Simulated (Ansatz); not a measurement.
Ideal-gas functions of C₂H₃FInN, SMILES `F[C]1([InH2])C=N1` at 400 K and 1 bar, from an Ansatz frequency run at PBE0-D4/def2-TZVP.

Molar mass 174.87 g/mol, point group C1 (symmetry number 1), electronic degeneracy 1, moments of inertia 75.316, 317.994, 368.383 u Å². Harmonic wavenumbers (cm⁻¹, unscaled): 85, 158, 200, 262, 381, 461, 524, 538, 581, 786, 836, 1004, 1045, 1282, 1747, 1828, 1848, 3224.

Use S(trans) = R[1.5 ln M + 2.5 ln T − 1.1517]; rotational temperatures θ = 24.2544 K / I; S(rot) = R[ln(√π/σ · √(T³/θAθBθC)) + 1.5]; for each mode x = 1.438777 ν̃/T, S = R[x/(eˣ − 1) − ln(1 − e⁻ˣ)] and H = RT x/(eˣ − 1); 1 cm⁻¹ = 0.0119627 kJ/mol; R = 8.31446 J/(mol·K).

Q: By hand: the entropy, in J/(mol·K).

A: Translation 179.4. Rotation: θ = 0.322, 0.0763, 0.0658 K, giving 118.7. Vibration, mode by mode: 18.20, 13.12, 11.23, 9.11, 6.32, 5.00, 4.18, 4.01, 3.55, 1.99, 1.72, 1.06, 0.94, 0.47, 0.11, 0.09, 0.08, 0.00, in all 81.2. Electronic 0.0. Sum 379.3 J/(mol·K).

Q: By hand: H − E and G − E in kJ/mol, counted from the electronic energy.

A: Zero-point energy ½ × 16790 × 0.0119627 = 100.4; thermal vibration 17.6; translation, rotation and pV give 4 RT = 13.3. H − E = 131.3 kJ/mol, and G − E = 131.3 − 400 × 379.3/1000 = -20.4 kJ/mol.

Vibration gives 21 % of the entropy, 18.2 J/(mol·K) of it from the mode under 150 cm⁻¹: soft modes count most, and the harmonic formula is weakest for them. The sum counts one conformer and one mirror image; others add a mixing term.
